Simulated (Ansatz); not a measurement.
Molecule: HO (charge +1, triplet). 
Geometry from a B3LYP-D3(BJ)/def2-TZVP (Ansatz, a quantum-chemistry and plane-wave program) optimisation:
```
O
H 1 1.0408
```
Charge +1, spin multiplicity 3.

PBE beside other levels, property by property. Valence correlation only, unless marked. UHF or UKS for open shells. No spin-orbit coupling. No relativistic terms. Basis-set limits of correlation are two-point, X^-3; Hartree-Fock from the larger set. Vertical energies are electronic, to the SCF solution reached for that spin. Anions need diffuse functions, of which def2-TZVPD holds fewer than the aug- sets. The coupled-cluster column (Ansatz) is a level with limits of its own: CCSD(T)/CBS(aug-cc-pVTZ,aug-cc-pVQZ).

```tsv
property	PBE/def2-TZVPD (Ansatz)	r2SCAN-D4/def2-TZVPD (Ansatz + dftd4)	B3LYP-D3(BJ)/def2-TZVPD (Ansatz + dftd3)	CCSD(T)/aug-cc-pVTZ (Ansatz)	coupled cluster
vertical electron affinity to the doublet (eV)	13.11	12.96	13.15	12.81	12.94
vertical ionisation energy to the quartet (eV)	30.25	29.90	30.34	29.72	29.88
```

As the rows show:
- vertical electron affinity to the doublet: PBE lies 0.17 eV above coupled cluster.
- vertical ionisation energy to the quartet: PBE lies 0.37 eV above coupled cluster.
